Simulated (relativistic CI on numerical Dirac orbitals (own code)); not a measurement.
## d4 in a ligand field

Computed with a parametric ligand-field model of a d^n configuration (Racah B and C, spin-orbit zeta, crystal field), exact diagonalisation.

Field parameters in Wybourne normalisation: D4h B²₀ = −7Ds, B⁴₀ = 21(Dq − Dt), B⁴₄ = 21√(5/14) Dq; Oh B⁴₀ = 21Dq, B⁴₄ = √(5/14) B⁴₀; Td as Oh with Dq negative (B⁴₀ = 21Dq, B⁴₄ = √(5/14) B⁴₀). The field is a parameter set, without covalency.

Question: Ground term and bands for B = 990, C = 4540, ζ = 0 cm⁻¹, D4h, 10Dq = 39350, Ds = -1500, Dt = 770 cm⁻¹?

Answer: Ground term 3A2 with 0.02 electrons in the two orbitals of the cubic e set. Spin-allowed: 3E 8090 cm⁻¹ (1236 nm), 3E 31510 cm⁻¹ (317 nm), 3A1 35451 cm⁻¹ (282 nm), 3B1 36799 cm⁻¹ (272 nm). Lowest spin-forbidden: 5A1 11976 cm⁻¹ (835 nm), 1B2 13062 cm⁻¹ (766 nm), 5B1 14126 cm⁻¹ (708 nm).

Question: Ground term and bands for B = 950, C = 3790, ζ = 0 cm⁻¹, D4h, 10Dq = 15650, Ds = 3000, Dt = 780 cm⁻¹?

Answer: Ground term 5B1 with 1.00 electrons in the two orbitals of the cubic e set. Spin-allowed: 5B2 15650 cm⁻¹ (639 nm), 5A1 15900 cm⁻¹ (629 nm), 5E 20750 cm⁻¹ (482 nm). Lowest spin-forbidden: 3E 17263 cm⁻¹ (579 nm), 3A2 20027 cm⁻¹ (499 nm), 3B1 20715 cm⁻¹ (483 nm).

Question: A d4 ion in Oh symmetry has the ground term 3T1 and bands at 1T2 5171 cm⁻¹ (1934 nm), 1E 5658 cm⁻¹ (1767 nm), 1A1 12380 cm⁻¹ (808 nm), 3E 30196 cm⁻¹ (331 nm), 3T1 30562 cm⁻¹ (327 nm), 3T2 31069 cm⁻¹ (322 nm), 3A1 31889 cm⁻¹ (314 nm). Which parameters reproduce them?

Answer: B = 440, C = 1580, ζ = 0 cm⁻¹, Oh, 10Dq = 31850 cm⁻¹.

Question: Ground term and bands for B = 430, C = 2180, ζ = 0 cm⁻¹, Td, 10Dq = -2450 cm⁻¹?

Answer: Ground term 5T2 with 2.00 electrons in the two orbitals of the cubic e set. Spin-allowed: 5E 2450 cm⁻¹. Lowest spin-forbidden: 3T1 9074 cm⁻¹ (1102 nm), 3T2 10049 cm⁻¹ (995 nm), 3T1 10960 cm⁻¹ (912 nm).

Question: Ground term and bands for B = 380, C = 1810, ζ = 0 cm⁻¹, Oh, 10Dq = 8500 cm⁻¹?

Answer: Ground term 5E with 1.00 electrons in the two orbitals of the cubic e set. Spin-allowed: 5T2 8500 cm⁻¹ (1176 nm). Lowest spin-forbidden: 3T1 2071 cm⁻¹, 1T2 6982 cm⁻¹ (1432 nm), 1E 7479 cm⁻¹ (1337 nm).
